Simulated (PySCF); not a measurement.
PySCF input file for Bi(Cl)3 cation (BiCl3), SMILES [Cl][Bi]([Cl])[Cl] (connectivity only; charge and spin as stated), charge +1, multiplicity 2, C-PCM-PBE0/def2-SVP. Geometry optimised at PBE-D3(BJ)/def2-SVP. The multiplicity is an assumed one; other spin states were not compared. The isomer is the one that the SMILES or the coordinates give; other isomers of the formula were not compared. The def2 effective core potentials stand for the cores of Bi; spin–orbit coupling is left out.

```python
import numpy as np
from pyscf import gto, scf, dft
from pyscf.solvent import pcm

mol = gto.M(
    atom='''
    Bi   -0.29491894    0.49685460    0.00000003
    Cl   -1.85060855   -1.34630830   -0.00000009
    Cl    1.64525346   -0.53975551   -1.37256691
    Cl    1.64525346   -0.53975569    1.37256684
    ''',
    basis='def2-SVP',
    ecp={'Bi': 'def2-svp'},
    charge=1,
    spin=1,
    max_memory=1600,
    verbose=3,
)
mf = dft.UKS(mol, xc='pbe0').density_fit(auxbasis='def2-universal-jkfit')
mf.grids.level = 3
mf.conv_tol = 1e-9
mf.max_cycle = 100
mf.kernel()
fine, coarse = mf.grids, dft.Grids(mol).set(level=1).build(with_non0tab=True)
for _ in range(3):  # follow internal instabilities
    mf.grids = coarse
    mo, _, stable, _ = mf.stability(return_status=True, nroots=4)
    mf.grids = fine
    if stable:
        break
    mf.kernel(mf.make_rdm1(mo, mf.mo_occ))
res = {}
for name, eps in {'water': 78.355, 'cyclohexanone': 15.619, 'methanol': 32.613}.items():
    s = mf.PCM()
    s.with_solvent.method, s.with_solvent.eps, s.with_solvent.lebedev_order = 'C-PCM', eps, 29
    s.kernel(mf.make_rdm1())
    res[name] = (s.e_tot, eps, s.dip_moment(), s.mo_energy, s.converged)
    print(f'{name}: electrostatic solvation free energy {(s.e_tot - mf.e_tot) * 627.509474:.3f} kcal/mol')
```

Log of the run:

```

WARN: HOMO -0.638922429741943 >= LUMO -0.638922429741942

converged SCF energy = -1594.0915451022  <S^2> = 0.75554961  2S+1 = 2.0055419
<class 'pyscf.df.df_jk.DFUKS'> wavefunction is stable in the internal stability analysis

WARN: PCM is an experimental feature. It is still in testing.
Features and APIs may be changed in the future.

converged SCF energy = -1594.19415399082  <S^2> = 0.75489556  2S+1 = 2.0048896

WARN: System has nonzero charge 1; the dipole moment is origin-dependent.
Location of origin: [0. 0. 0.]

Dipole moment(X, Y, Z, Debye): -0.75474,  4.87640,  0.00008
water: electrostatic solvation free energy -64.388 kcal/mol

WARN: PCM is an experimental feature. It is still in testing.
Features and APIs may be changed in the future.

converged SCF energy = -1594.18851086805  <S^2> = 0.75493354  2S+1 = 2.0049275

WARN: System has nonzero charge 1; the dipole moment is origin-dependent.
Location of origin: [0. 0. 0.]

Dipole moment(X, Y, Z, Debye): -0.72565,  4.75040,  0.00009
cyclohexanone: electrostatic solvation free energy -60.847 kcal/mol

WARN: PCM is an experimental feature. It is still in testing.
Features and APIs may be changed in the future.

converged SCF energy = -1594.19217843104  <S^2> = 0.75490888  2S+1 = 2.0049029

WARN: System has nonzero charge 1; the dipole moment is origin-dependent.
Location of origin: [0. 0. 0.]

Dipole moment(X, Y, Z, Debye): -0.74448,  4.83197,  0.00009
methanol: electrostatic solvation free energy -63.148 kcal/mol
```

Self-consistency was reached.
